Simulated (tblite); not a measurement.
Species: FH₆PSi₂.
InChI=1S/FH6PSi2/c1-2(3)4/h3-4H3

All values are computed: GFN2-xTB (tblite) harmonic vibrations without scaling, gas phase. Errors from tens to a few hundred cm⁻¹ against measured bands are possible. Modes of hydrogen on silicon can be 10 to 20 % off.

Harmonic wavenumbers (cm⁻¹): 76.8, 80.8, 106.0, 177.6, 181.8, 411.0, 451.4, 460.5, 506.5, 523.0, 525.9, 689.7, 728.8, 743.8, 752.2, 765.2, 782.2, 796.1, 2231.2, 2244.0, 2268.4, 2271.6, 2277.8, 2288.2.

A = 4225, B = 2219, C = 1702 MHz; mass 111.973 u (most abundant isotopes); point group Cs, symmetry number 1.

Q: Zero-point energy?

A: ½Σν̃ = 11170 cm⁻¹ = 31.94 kcal/mol.

Q: Give the ideal-gas entropy at 500 K and 1 bar in the rigid-rotor, harmonic-oscillator model (classical rotation).

A: Translation 42.65, rotation 28.94, vibration 35.68: S = 107.3 cal/(mol K).

Q: And Cp and H(500 K) − H(0)?

A: Cp = 38.27 cal/(mol K), of which vibrations give 30.32 (their classical limit is 24 R = 47.7); H(500 K) − H(0) = 12.90 kcal/mol without the zero-point energy, 8.93 from vibrations.

Q: How do the functions run with temperature in this model?

A: 
| T (K) | S (cal/(mol K)) | Cp (cal/(mol K)) | H − H(0) (kcal/mol) | G − H(0) (kcal/mol) | ln q(vib) |
| --- | --- | --- | --- | --- | --- |
| 50 | 55.3 | 12.2 | 0.47 | -2.29 | 0.28 |
| 100 | 65.1 | 16.2 | 1.19 | -5.32 | 1.19 |
| 298.15 | 89.4 | 30.5 | 5.87 | -20.79 | 5.14 |
| 373.15 | 96.7 | 34.1 | 8.30 | -27.78 | 6.61 |
| 750 | 123.9 | 43.7 | 23.19 | -69.72 | 13.13 |
| 1000 | 137.0 | 47.2 | 34.59 | -102.39 | 16.72 |

q(vib) and H(0) count from the zero-point level.

Q: Blend soft modes into free rotors: weight 1/[1 + (100 cm⁻¹/ν̃)⁴] for the oscillator and the rest for a rotor with moment μB/(μ + B), μ = h/(8π²ν), B = 10⁻⁴⁴ kg m². What vibrational entropy results?

A: 33.20 cal/(mol K) in place of 35.68, which changes −T·S at 500 K by +1.24 kcal/mol.

Q: Which modes carry the vibrational entropy at 500 K?

A: 76.8 cm⁻¹: 4.99; 80.8 cm⁻¹: 4.89; 106.0 cm⁻¹: 4.35; 177.6 cm⁻¹: 3.34; 181.8 cm⁻¹: 3.30; 411.0 cm⁻¹: 1.77 cal/(mol K); the other 18 give 13.03 together.

Hindered rotation and anharmonicity are outside this model.
